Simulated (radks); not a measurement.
Task: The germanium ion Ge3+, [Ar] 3d10 4s1. All-electron calculation, non-relativistic Kohn-Sham, LDA (Slater exchange, Perdew-Wang correlation), spin-polarised, spherical densities, point nucleus. Program: a radial shooting solver on a logarithmic mesh with Libxc functionals. Every spin shell is full or empty, so the densities are truly spherical. Functionals are evaluated on that one density, not self-consistently. Rank these orbital-free kinetic functionals by their error against the exact value of the orbitals, and give that value: Thomas-Fermi, von Weizsacker, TF + vW, TF + vW/9, LC94, APBEK, revAPBEK, Perdew 92, Pearson, LKT, DePristo-Kress.

Result: Exact: 2069.74 hartree. From best to worst, with 100 (|E| - |E exact|)/|E exact| (equal figures are ties): APBEK +0.02, LC94 -0.06, DePristo-Kress -0.16, revAPBEK +0.25, Perdew 92 -0.81, TF + vW/9 -0.82, Pearson -1.22, Thomas-Fermi -6.19, LKT +22.79, TF + vW +42.09, von Weizsacker -51.73.
